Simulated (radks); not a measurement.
Question: Numerical settings for the cadmium ion Cd+, [Kr] 4d10 5s1. Calculated with a radial shooting solver on a logarithmic mesh with Libxc functionals: scalar-relativistic Kohn-Sham, r2SCAN, spin-polarised, spherical densities, finite nucleus; open shells are filled with parallel spins first (spin-orbit coupling, left out, can overturn this in heavy ions); meta-GGA in the generalised Kohn-Sham scheme; Fermi nuclear charge, rms radius 4.6087 fm. The defaults (mesh step 0.008 in ln r, mesh end at 40 bohr or more with all orbitals vanishing there, Anderson mixing 0.5 over 9 steps, residual threshold near 1e-9 with the energy settled to 1e-9 hartree or 1e-11 of itself, here a cap of 64 iterations) give E = -5594.978 hartree and 5s at -13.715 eV in 14 iterations. Run on one thread of a shared host, so times are rough (Arm Neoverse V1): 0.23 s of CPU time, 0.23 s wall, 14 iterations on 2314 mesh points. One setting is changed at a time: mesh step in ln r 0.12; mesh step in ln r 0.03; mesh step in ln r 0.2; mesh end (bohr) 1; mesh end (bohr) 8; residual threshold 0.01; residual threshold 1e-13; mixing 0.01; linear mixing, mixing 0.8; linear mixing, mixing 0.05; mixing history 20; iteration cap 8. Which runs fail to converge, and which converge to a wrong energy?

Answer: Not converged within the cap: mesh step in ln r 0.12; mesh step in ln r 0.2; residual threshold 1e-13; linear mixing, mixing 0.8; linear mixing, mixing 0.05; iteration cap 8. Settled on a wrong energy, with an occupied level pushed above zero by the early mesh end: mesh end (bohr) 1 (+193 hartree). Apart from these: no run marked as converged misses the energy by more than 1 mhartree.
